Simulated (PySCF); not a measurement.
## CeF4 at several levels of theory

Computed with PySCF 2.14.0 (density fitting, no spin-orbit coupling) at the geometry relaxed with PBE0:

```xyz
5
CeF4 (singlet)
Ce    0.0000    0.0000    0.0000
F     1.1735    1.1735    1.1735
F    -1.1735   -1.1735    1.1735
F     1.1735   -1.1735   -1.1735
F    -1.1735    1.1735   -1.1735
```

```
 level                                    basis    state  HOMO (eV)  gap (eV)  charge on Ce1 (e)  population of f-type functions on Ce1 (polarisation alone where 4f lies in the core)  dipole about the centre of mass (D)  largest force component (eV/Å)
  PBE0    Ce lcecp-2-SVP with ECP46, F def2-SVP  singlet          –         –               1.73                                                                                  0.21                                 0.00                            0.00
r2SCAN                                 the same  singlet          –         –               1.66                                                                                  0.19                                 0.00                            0.17
  PBE0  Ce lcecp-2-TZVP with ECP46, F def2-TZVP  singlet          –         –               1.94                                                                                  0.26                                 0.00                            0.15
```

In the lcecp rows the 4f levels are missing from HOMO and gap, and the state counts the valence alone.

Charges are Mulliken's, which hang on the basis. The relaxation used the grid (50, 194), these runs (75, 302) or, all-electron (x2c bases, spin-free X2C Hamiltonian), (99, 590).

Q: What does TPSS with Ce lcecp-2-SVP with ECP46, F def2-SVP give here?

A: state singlet, charge on Ce1 (e) 1.58, population of f-type functions on Ce1 (polarisation alone where 4f lies in the core) 0.20, dipole about the centre of mass (D) 0.00, largest force component (eV/Å) 0.26. Time: 4.7 s on 2 threads of Arm Neoverse V2, with other jobs on the host, from an already converged density.
